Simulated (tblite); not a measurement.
Compound: 1,2,4-tricyanobenzene, C9H3N3.
Atom-mapped SMILES: `[N:1]#[C:2][c:3]1[cH:4][cH:5][c:6]([C:7]#[N:8])[c:9]([C:10]#[N:11])[cH:12]1` (hydrogens: H13 on C4; H14 on C5; H15 on C12)

Computed with GFN2-xTB (tblite), gas phase: L-BFGS steps from a force-field or distance-geometry start until the largest atomic force falls under 0.01 eV/Å.

Geometry at step 3:
```
atom  x, y, z in Å
N1      4.0660    0.6107   -0.3499
C2      2.9491    0.3802   -0.2557
C3      1.5550    0.0817   -0.1234
C4      1.1193   -1.2439   -0.0005
C5     -0.2318   -1.5331    0.1269
C6     -1.1885   -0.5066    0.1208
C7     -2.5668   -0.8349    0.2461
N8     -3.6748   -1.1305    0.3567
C9     -0.7567    0.8329   -0.0027
C10    -1.6902    1.9099   -0.0076
N11    -2.4207    2.8010   -0.0204
C12     0.6089    1.1149   -0.1243
H13     1.8395   -2.0536    0.0140
H14    -0.5480   -2.5647    0.2186
H15     0.9352    2.1442   -0.2204
```

**Question.** What forces act on the atoms?

**Answer.** 
| atom | Fx (eV/Å) | Fy (eV/Å) | Fz (eV/Å) |
| --- | --- | --- | --- |
| N1 | -0.009 | 0.004 | -0.018 |
| C2 | -0.590 | -0.132 | 0.101 |
| C3 | -0.092 | 0.124 | -0.051 |
| C4 | -0.100 | -0.046 | 0.091 |
| C5 | 0.069 | 0.214 | -0.083 |
| C6 | 0.187 | -0.073 | 0.008 |
| C7 | -0.550 | -0.102 | 0.075 |
| N8 | 0.879 | 0.244 | -0.100 |
| C9 | 0.137 | -0.010 | -0.006 |
| C10 | -0.377 | 0.455 | -0.027 |
| N11 | 0.612 | -0.777 | 0.022 |
| C12 | -0.020 | -0.069 | 0.004 |
| H13 | -0.054 | 0.134 | -0.037 |
| H14 | -0.036 | 0.140 | 0.009 |
| H15 | -0.057 | -0.105 | 0.014 |

The largest, 0.99 eV/Å, acts on N11; the rms over all components is 0.262 eV/Å. The forces sum to zero within rounding, as they must for an isolated molecule in no field.

**Question.** Give the force on N11 in Eh/bohr and in nN.

**Answer.** 0.989 eV/Å ÷ 51.422 = 0.01924 Eh/bohr, and 0.989 eV/Å × 1.602 = 1.59 nN.

**Question.** How far is this geometry from the end of the optimisation?

**Answer.** 0.033 eV above it, and 0.031 Å rms away after alignment. The bonds farthest from their final lengths, with half the difference of the two atoms' forces along the bond (positive lengthens):

| bond | now (Å) | final (Å) | force along bond (eV/Å) |
| --- | --- | --- | --- |
| C2–C3 | 1.432 | 1.417 | -0.28 |
| C9–C12 | 1.400 | 1.390 | -0.08 |
| C5–C6 | 1.403 | 1.394 | -0.15 |
| C9–C10 | 1.425 | 1.417 | +0.34 |
| C3–C12 | 1.401 | 1.393 | -0.10 |
| C10≡N11 | 1.152 | 1.145 | -0.79 |

The angle farthest from its final value is C7–C6–C9, 121.5° against 120.1°.

Of the 2 listed bonds off by 0.010 Å or more, this force points towards the final length in 2.

What follows is the cost of the whole relaxation. Hardware: an Intel Xeon Platinum 8488C with 2 threads, shared host with 192 logical CPUs at a one-minute load of 33. Cost: 0.18 s wall, 0.36 s CPU.
